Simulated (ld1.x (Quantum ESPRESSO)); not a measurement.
**I: one change to an ultrasoft potential, before and after**

ld1.x (Quantum ESPRESSO) 7.5 input, shortened:

```
&input
   title='I', zed=53., rel=1, dft='BLYP', iswitch=3,
   config='[Kr] 4d10 5s2 5p5'
 /
 &inputp
   pseudotype=3, tm=.true., lloc=-1, rcloc=2.00,
   nlcc=.false.,
   which_augfun='PSQ', rmatch_augfun=1.60
 /
4
5S  1  0   2.00   0.00  1.60  1.85  0.0
5S  1  0   0.00  -0.35  1.60  1.85  0.0
5P  2  1   5.00   0.00  1.80  2.20  0.0
5P  2  1   0.00  -0.20  1.80  2.20  0.0
 &test
   configts(1)='5s2 5p5'
 /
```

Change: waves 5s (bound): rcut 1.60, rcutus 2.10 bohr; 5s channel at -0.35 Ry: rcut 1.60, rcutus 2.10 bohr.

Cutoffs: the cutoffs (Ry, on a coarse ladder) from which the occupation-weighted sum of valence levels, in a spherical-Bessel basis at the reference potential, stays within 10 and 1 mRy of its value at 400 Ry; they do not see the model core or the augmentation charge, which bear on the density cutoff. Errors are all-electron minus pseudo energies relative to the spin-unpolarised reference configuration.

Problem. How do hardness, ghosts and transferability respond?

Solution. The potential gets softer (12 Ry and 21 Ry → 10 Ry and 18 Ry); both files keep a bound ghost (d); of the 7 tests that both files solve, the error grows in 5 and shrinks in 1 by more than 15 % and 0.3 meV (median size 4.7 → 8.1 meV). A larger radius leaves more room for a smooth pseudo-wave, so fewer plane waves are needed.

| quantity | base | changed |
| --- | --- | --- |
| cutoff, loose | 12 Ry | 10 Ry |
| cutoff, tight | 21 Ry | 18 Ry |
| loose cutoff by channel (10 mRy a level) | s 8 Ry, p 6 Ry | s 6 Ry, p 6 Ry |
| bound ghosts | d | d |
| error for 5s2 5p4, meV [ΔE 10.96 eV] | -1.2 | -7.0 |
| error for 5s2 5p3, meV [ΔE 30.65 eV] | -6.1 | +11 |
| error for 5s2 5p2, meV [ΔE 59.87 eV] | +23 | +21 |
| error for 5s1 5p5, meV [ΔE 21.98 eV] | +4.7 | +8.1 |
| error for 5s2 5p1, meV [ΔE 99.28 eV] | +58 | +87 |
| error for 5s2 5p5.3, meV [ΔE -1.73 eV] | -2.1 | +0.1 |
| error for 5s2 5p4.5, meV [ΔE 4.45 eV] | +1.8 | -5.0 |
| s: phases at 2.40 bohr within 0.05 rad from the reference energy up to (Ry; the scan ends near 5) | 3.6 | 3.1 |
| p: phases at 2.40 bohr within 0.05 rad from the reference energy up to (Ry; the scan ends near 5) | 4.4 | 4.4 |
| lowest overlap eigenvalue by channel | s 0.38, p 0.54 | s 0.32, p 0.54 |

 A true bound ghost makes a file unfit for plane-wave use even where its test errors are small: the radial tests pick states by their node count and pass the ghost by.
